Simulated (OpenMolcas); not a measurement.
**Mn5+, Tc5+, Re5+: d² down the group**

```json
{
  "Program": "OpenMolcas 26.06",
  "Method": "XMS-CASPT2, IPEA 0.25 Eh, imaginary shift 0.1 Eh",
  "Basis": "ANO-RCC-VTZP",
  "Scalar Hamiltonian": "DKH2, point nucleus",
  "Spin-orbit coupling": "state interaction with AMFI integrals over the reference wave functions, term energies averaged over their components"
}
```

Active space for each ion: 2 electrons in 10 orbitals (d d); closed shells correlated by CASPT2: Mn5+ 3s 3p; Tc5+ 4s 4p; Re5+ 5s 5p.

Computed levels in cm-1 above ³F₂:

```tsv
Level	Mn5+	Tc5+	Re5+
³F₃	758	2080	8310
³F₄	1715	4400	14960
¹D₂	16130	12170	17000
³P₀	18780	13220	15130
³P₁	19050	14080	19910
³P₂	19660	16220	28400
¹G₄	26510	19460	27480
¹S₀	62010	44340	52040
weight of ³F in the lowest level (%)	100	98	88
```

Mixed levels, with the weight of the term that names them: Tc5+ ¹D₂ (75 %), Re5+ ¹D₂ (53 %), Re5+ ³P₂ (62 %).

Measured, with the error of the calculation in %. Measured levels: Mn5+ from Corliss and Sugar, J. Phys. Chem. Ref. Data 6, 1253 (1977).

```csv
Level,Mn5+
³F₃,746 (+1.7)
³F₄,1669 (+2.8)
¹D₂,15336 (+5.2)
³P₀,17782 (+5.6)
³P₁,18057 (+5.5)
³P₂,18628 (+5.6)
¹G₄,25511 (+3.9)
```

The fine-structure level ³F₄ changes by a factor of 8.72 from Mn5+ to Re5+.

Without spin-orbit coupling ¹D lies 15230, 10160, 8910 cm-1 above ³F in that order; the difference to the level ¹D₂, of either sign, comes from spin-orbit coupling, which also lowers the zero.

CASPT2 breaks the degeneracy within a term, and the mean is taken; among the terms shown or strongly mixed into the levels shown the widest spread is 1400 cm-1 (4d² ³F, Tc5+). Active for correlation alone: 4d; no level in the range computed is led by a configuration that fills it, so any true level of that kind is missing (holds for Mn5+). Active for correlation alone: 5d; no level in the range computed is led by a configuration that fills it, so any true level of that kind is missing (holds for Tc5+). Active for correlation alone: 6d; no level in the range computed is led by a configuration that fills it, so any true level of that kind is missing (holds for Re5+). Computed and measured levels are paired by configuration, term and J; levels that our copy of the source lacks, or whose pairing is in doubt (as where it misses far off the trend of its configuration), stay unpaired and out of the deviations. Only configurations of the active space appear.
